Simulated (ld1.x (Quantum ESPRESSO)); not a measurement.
Ti TM: all-electron and pseudo phase curves

ld1.x (Quantum ESPRESSO) 7.5 input, shortened:

```
&input
   title='Ti', zed=22., rel=0, dft='PBE', iswitch=3,
   config='[Ar] 3d2 4s1.5 4p0'
 /
 &inputp
   pseudotype=2, tm=.true., lloc=1,
   nlcc=.true., new_core_ps=.true., rcore=0.80
 /
3
3S  1  0   2.00   0.00  1.25  1.25  0.0
3D  3  2   2.00   0.00  2.45  2.45  0.0
3P  2  1   6.00   0.00  0.95  0.95  0.0
 &test
   configts(1)='3s2 3p6 3d2 4s1.5 4p0'
 /
```

Occupied shells without a wave of their own: 4s. They enter only through the test configuration that unscreens the potential, and ld1.x also counts them in the model core charge.

The phase is arctan(r·u′/u) with u = r·R(r), unwrapped; energies in Ry, scanned from -7 to 5 Ry. A pole is an energy at which the radial function vanishes at the test radius. The pseudo phase is shifted by a multiple of π to meet the all-electron one at the reference energy, and phase errors are pseudo minus all-electron; the curves can meet again beyond the range given. Levels narrower than the energy grid can be missing from the lists of poles.

For each channel, where are the poles, and over which energies does the pseudopotential scatter like the atom?

| channel | radius (bohr) | reference energy (Ry) | poles, all-electron | poles, pseudo | unbroken range about the reference energy with phases within 0.05 rad | phase error 1 Ry above the reference energy (rad) |
| --- | --- | --- | --- | --- | --- | --- |
| s | 2.66 | -4.80 | -4.77, 2.02 | -4.77, 1.88 | below -0.5 | -0.000 |
| p | 2.66 | -3.10 | -3.05, 2.89 | -3.05, 2.86 | the whole range | -0.000 |
| d | 2.66 | -0.57 | -0.32, 4.23 | -0.31 | below 0.8 | +0.020 |

ld1.x takes every shell without a wave as core, so the model core holds the 4s electrons as well and exchange and correlation see them twice. This cancels in the reference configuration, but the file is broken for other ones, and its errors say nothing about a proper core correction.

Phases in the s channel:

```
E (Ry)  all-electron  pseudo
 -7.00         1.413   1.413
 -6.48         1.405   1.405
 -5.96         1.394   1.394
 -5.44         1.378   1.378
 -4.92         1.296   1.296
 -4.40        -1.755  -1.755
 -3.88        -1.784  -1.784
 -3.36        -1.810  -1.810
 -2.84        -1.843  -1.844
 -2.32        -1.890  -1.891
 -1.80        -1.966  -1.968
 -1.28        -2.111  -2.117
 -0.76        -2.483  -2.507
 -0.24        -3.513  -3.579
  0.28        -4.260  -4.292
  0.80        -4.510  -4.528
  1.32        -4.624  -4.639
  1.84        -4.694  -4.708
  2.36        -4.745  -4.762
  2.88        -4.790  -4.811
  3.40        -4.837  -4.867
  3.92        -4.893  -4.945
  4.44        -4.975  -5.083
  4.96        -5.124  -5.449
```
